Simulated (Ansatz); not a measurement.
Ideal-gas functions of FH$_{3}$O$_{3}$Ti (`[OH][Ti]([OH])([OH])[F]`) at 600 K and 1 bar, from an Ansatz frequency run at PBE0-D4/def2-TZVP.

Molar mass 117.89 g/mol, point group C1 (symmetry number 1), electronic degeneracy 1, moments of inertia 151.883, 155.985, 157.203 u Å². Harmonic wavenumbers (cm⁻¹, unscaled): 138, 157, 173, 191, 221, 227, 241, 278, 398, 431, 465, 715, 775, 793, 808, 3926, 3933, 3940.

Use S(trans) = R[1.5 ln M + 2.5 ln T − 1.1517]; rotational temperatures θ = 24.2544 K / I; S(rot) = R[ln(√π/σ · √(T³/θAθBθC)) + 1.5]; for each mode x = 1.438777 ν̃/T, S = R[x/(eˣ − 1) − ln(1 − e⁻ˣ)] and H = RT x/(eˣ − 1); 1 cm⁻¹ = 0.0119627 kJ/mol; R = 8.31446 J/(mol·K).

Problem. By hand: the entropy, in J/(mol·K).

Solution. Translation 182.9. Rotation: θ = 0.1597, 0.1555, 0.1543 K, giving 120.1. Vibration, mode by mode: 17.55, 16.49, 15.69, 14.88, 13.69, 13.47, 12.99, 11.84, 9.01, 8.40, 7.83, 4.78, 4.26, 4.12, 4.00, 0.01, 0.01, 0.01, in all 159.0. Electronic 0.0. Sum 462.0 J/(mol·K).

Problem. By hand: H − E and G − E in kJ/mol, counted from the electronic energy.

Solution. Zero-point energy ½ × 17810 × 0.0119627 = 106.5; thermal vibration 46.4; translation, rotation and pV give 4 RT = 20.0. H − E = 172.9 kJ/mol, and G − E = 172.9 − 600 × 462.0/1000 = -104.3 kJ/mol.

Vibration gives 34 % of the entropy, 17.5 J/(mol·K) of it from the mode under 150 cm⁻¹: soft modes count most, and the harmonic formula is weakest for them. The sum counts one conformer and one mirror image; others add a mixing term.
